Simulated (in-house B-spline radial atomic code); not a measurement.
# The oxygen ion O⁶⁺: 1s2

Computed with a radial B-spline atomic code at the basis-set limit: non-relativistic AM05, spin-polarised, spherical fractional occupations, point nucleus.

Screening seen three ways: the hydrogenic charge with the same mean radius, Z_r = [3n² - l(l+1)]/(2<r>), the one with the same energy, Z_e = n√(-2ε), and Slater's rules. Values are occupation-weighted means over spin.

```csv
shell,electrons,ε (eV),<r> (bohr),Z_r,Z_e,Slater
1s,2,-687.96,0.198,7.58,7.11,7.70
```

The least bound orbital is 1s at -688 eV, and it is also the most diffuse (<r> = 0.198 bohr).

The density falls to 0.001 bohr⁻³ at 0.841 bohr; Σ<r²> = 0.10545 bohr² gives, by the non-relativistic formula and without the paramagnetism of open shells, a Langevin diamagnetic susceptibility of -0.08352×10⁻⁶ cm³/mol.
